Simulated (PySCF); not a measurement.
Q: What does the B3LYP/def2-SVP structure of `Clc1ccncc1` look like in three dimensions?

A: 
```
atom  x, y, z in Å
Cl1   -0.661    3.940    0.605
C2    -0.391    2.221    0.503
C3    -1.471    1.340    0.439
C4    -1.188   -0.028    0.361
N5     0.047   -0.534    0.343
C6     1.066    0.326    0.404
C7     0.910    1.714    0.485
H8    -2.499    1.707    0.451
H9    -2.015   -0.747    0.309
H10    2.075   -0.104    0.388
H11    1.773    2.379    0.533
```

Orientation and origin are arbitrary. Atoms count from 1 in this order. The 7 heavy atoms lie in one plane (0.001 Å rms). All 4 C–C bonds measure 1.396 to 1.399 Å. N5 (pyridine-type nitrogen) is bent (angle 117.5°). The 6-membered ring C2–C3–C4–N5–C6–C7 has internal angles of 117.5° to 124.0° (sum 720°, against 720° for a flat polygon); it is planar, 0.00 Å rms from its mean plane, widest ring torsion 0°.

Bonds between heavy atoms (Å): Cl1–C2 1.743, C2–C3 1.396, C3–C4 1.399, C4–N5 1.335, N5–C6 1.335, C6–C7 1.399, C2–C7 1.396.

Level of theory: B3LYP/def2-SVP geometry optimisation, gas phase in PySCF 2.14.0.

Point group: C2v (every atom within 0.08 Å of its image). No frequency check.
